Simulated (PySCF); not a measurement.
# Reading the logs of faulty runs: Al2BH3N cation

All numbers below are calculated, not measured. They come from PySCF 2.14.0, an open-source quantum chemistry program, on an isolated molecule that a program drew, which may never have been made. The molecule is Al2BH3N cation (charge +1, singlet), drawn as the SMILES string `[AlH]=[N][B+][AlH2]`.

Each row is a Hartree-Fock (HF) and frozen-core CCSD(T) single point in the cc-pV(D+d)Z basis, meant for a local HF minimum. Run 1 is clean. Each other run has one planted mistake out of seven kinds, and not every kind appears here: one electron removed, one electron added, multiplicity raised by two, geometry at a saddle point, minimal basis STO-3G, one bond length entered in bohr, all coordinates scaled. The reference is restricted for singlets and unrestricted otherwise, and also for a bond in bohr. Adding or removing an electron swaps singlet and doublet. Electrons count all cores. HOMO and LUMO are orbital energies over both spins, the gradient is its largest component, and the lowest frequency (negative if imaginary) is given only where the gradient is small. Bond lengths are over the 6 bonds as drawn. T1 is the CCSD diagnostic: over 0.02 (restricted) or 0.045 (unrestricted) a single reference is doubtful.

Geometry of the clean run:
```xyz
7
Al2BH3N cation, angstrom
Al    0.4011    3.6596    0.4132
N     0.5749    1.9956    0.3398
B     0.7087    0.7221    0.2832
Al    0.9361   -1.4469    0.1873
H     0.2417    5.1869    0.4798
H    -0.1936   -2.1977   -0.5868
H     2.2038   -2.0122    0.9032
```

| run | electrons | basis functions | <S^2> | HOMO (eV) | LUMO (eV) | gradient (hartree/bohr) | lowest frequency (cm^-1) | mean bond (Å) | longest bond (Å) | T1 | HF (hartree) | CCSD(T) (hartree) | mistake |
|---|---|---|---|---|---|---|---|---|---|---|---|---|---|
| 1 | 40 | 89 | 0.000 | -15.47 | -3.74 | 2.1e-05 | 82 | 1.6333 | 2.183 | 0.0164 | -564.51412 | -564.89344 | no fault |
| 2 | 39 | 89 | 0.810 | -20.75 | -13.17 | 5.6e-02 | - | 1.6333 | 2.183 | 0.0394 | -563.98914 | -564.34942 | one electron removed |
| 3 | 40 | 89 | 0.848 | -12.04 | -3.83 | 9.8e-03 | - | 1.8649 | 2.951 | 0.0548 | -564.41464 | -564.78222 | one bond length entered in bohr |
| 4 | 40 | 89 | 0.000 | -15.27 | -3.74 | 5.1e-02 | - | 1.6987 | 2.270 | 0.0181 | -564.50317 | -564.88885 | all coordinates scaled |
| 5 | 40 | 89 | 2.031 | -10.96 | -6.34 | 2.7e-02 | - | 1.6333 | 2.183 | 0.0343 | -564.35228 | -564.72637 | ? |
| 6 | 40 | 31 | 0.000 | -12.98 | 1.63 | 3.7e-02 | - | 1.6333 | 2.183 | 0.0197 | -557.78044 | -557.98506 | ? |

**Which mistake was planted in run 5, and what did it cost?**

Electrons, basis and geometry are unchanged, and <S^2> is 2.031, beside S(S+1) = 2.00 for a multiplicity of 3. So the mistake is: multiplicity raised by two. Subtracting run 1 and multiplying by 627.51 kcal/mol a hartree, the energy moved by 101.6 kcal/mol in HF and 104.8 kcal/mol in CCSD(T).

**Which mistake was planted in run 6, and what did it cost?**

It has 31 basis functions where the clean run has 89, with the same electrons and geometry. So the mistake is: minimal basis STO-3G. Subtracting run 1 and multiplying by 627.51 kcal/mol a hartree, the energy moved by 4225.4 kcal/mol in HF and 4335.1 kcal/mol in CCSD(T).

Cautions from the logs. Run 3: T1 is over the limit, so its CCSD(T) energy is less reliable.
